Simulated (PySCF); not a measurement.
Two species compared at the same levels of theory.

First species: C7H5 (charge -1).
Atom-mapped SMILES: `[C-:1]#[C:2][CH2:3][C:4]#[C:5][CH:6]=[CH2:7]` (hydrogens: H8, H9 on C3; H10 on C6; H11, H12 on C7)

Second species: C3H8OSSi2.
Z-matrix (Å and degrees, GFN2-xTB geometry), rows numbered from 1:
```
O 
C   1  1.2043
C   2  1.4629  1  125.03
C   3  1.3337  2  122.70  1  -179.98
Si  4  1.8787  3  123.90  2   179.96
S   5  2.1453  4  103.45  3   177.47
Si  6  2.1473  5  103.88  4  -179.76
H   2  1.1087  1  121.24  3  -179.91
H   3  1.0815  2  115.82  1     0.07
H   4  1.0844  3  118.17  2    -0.03
H   5  1.4609  4  111.66  3   -64.90
H   5  1.4607  4  111.77  3    59.71
H   7  1.4508  6  102.90  5  -180.00
H   7  1.4572  6  107.88  5    59.82
H   7  1.4572  6  107.87  5   -59.81
```

Levels: B3LYP/def2-SVPD for HOMO energy, LUMO energy, HOMO–LUMO gap, static isotropic polarisability and electronic spatial extent ⟨r²⟩ about the centre of nuclear charge; TDDFT B3LYP/def2-SVPD for lowest singlet excitation; TDA B3LYP/def2-SVPD for lowest triplet excitation (Tamm–Dancoff); GFN2-xTB for rotational constant A and rotational constant C. Geometries: GFN2-xTB. Each species is one conformer at its optimised geometry, gas phase, non-relativistic unless stated. Electronic properties by PySCF.

Dipoles, sizes and rotational constants follow the conformer. The torsions of the flexible species, by atom-mapped SMILES:
- `[O:1]=[CH:2]/[CH:3]=[CH:4]/[SiH2:5][S:6][SiH3:7]`: O1–C2–C3–C4 180°, C3–C4–Si5–S6 177°, C4–Si5–S6–Si7 180°

```csv
property,column X,column Y
HOMO energy,-0.85 eV,-7.31 eV
LUMO energy,2.08 eV,-2.60 eV
HOMO–LUMO gap,2.93 eV,4.71 eV
lowest singlet excitation,2.46 eV,3.41 eV
lowest triplet excitation (Tamm–Dancoff),2.19 eV,2.92 eV
static isotropic polarisability,110.8 au,121.6 au
electronic spatial extent ⟨r²⟩ about the centre of nuclear charge,1135 bohr²,2565 bohr²
rotational constant A,8.682 GHz,8.148 GHz
rotational constant C,1.028 GHz,0.404 GHz
```

Question: Which column belongs to which species?

Answer: Column X is the first species and column Y the second. The first has 12 atoms and 48 electrons, the second 15 and 78; their charges are -1 and 0, their HOMO energies -0.85 eV and -7.31 eV.

Question: How does each property change from the first species to the second?

Answer: HOMO energy -6.46 eV; LUMO energy -4.68 eV; HOMO–LUMO gap +1.78 eV; lowest singlet excitation +0.95 eV; lowest triplet excitation (Tamm–Dancoff) +0.73 eV; static isotropic polarisability +10.8 au; electronic spatial extent ⟨r²⟩ about the centre of nuclear charge +1430 bohr²; rotational constant A -0.534 GHz; rotational constant C -0.624 GHz.

On the first: The vertical singlet–triplet gap S1 − T1 is 0.27 eV (TDDFT singlet less Tamm–Dancoff triplet; S1: HOMO→LUMO, weight 0.91; T1: HOMO→LUMO, weight 0.80). The polarisability is 16.41 Å³ as a volume (1 au = 0.148185 Å³), or 2.31 au for each of the 48 electrons.

On the second: The principal polarisabilities are 83.2, 101.4 and 180.1 au; their mean is the isotropic value. The vertical singlet–triplet gap S1 − T1 is 0.49 eV (TDDFT singlet less Tamm–Dancoff triplet; S1: HOMO−1→LUMO, weight 0.98; T1: HOMO−1→LUMO, weight 0.95).
